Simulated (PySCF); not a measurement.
A calculated (M06-2X, PySCF 2.14, x2c-TZVPall, the spin-free X2C one-electron Hamiltonian (Gaussian nucleus)) atom or ion has these occupied shells.

```csv
shell,electrons,orbital energy (eV),"rms radius, mean of both spins (bohr)"
1s α,1,-3582.7,0.0938
1s β,1,-3582.7,0.0938
2s α,1,-373.24,0.419
2s β,1,-373.20,0.419
2p α,3,-297.28,0.388
2p β,3,-297.26,0.388
3s α,1,-41.346,1.37
3s β,1,-41.249,1.37
3p β,3,-22.584,1.56
3p α,3,-22.569,1.56
4s α,1,-3.605,5.18
```

(1) Name the element and its charge.

Results:

(1) K (potassium, neutral), in [Ar] 4s1, 2S determinant.
